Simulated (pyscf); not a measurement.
Structures and frequencies: ωB97X-D3(BJ)/def2-SVP in PySCF. Correlated levels are frozen-core, on RHF or UHF. ΔMP2 is the change of the MP2 total energy from the triple- to the quadruple-zeta basis.

Problem. How much does it cost (ΔH, 298 K, CCSD(T)/def2-TZVPP + ΔMP2(QZVPP)) to split `[OH][AsH][AsH2]` at its As–As bond into HO–AsH• + AsH₂•?

Solution. As–As to HO–AsH• + AsH₂•: 2.03 eV. Other isomers of HO–AsH• were not searched in full and may lie lower. The CCSD(T) − MP2 part came from Ansatz, without density fitting, on the same reference. The frozen core leaves the outer d or s,p core shells of the metals and heavy elements correlated in the MP2 and CC values, and def2-TZVPP describes them poorly, which can shift differences by a few kcal/mol. Elements up to Kr have no core potential and no relativistic terms here.
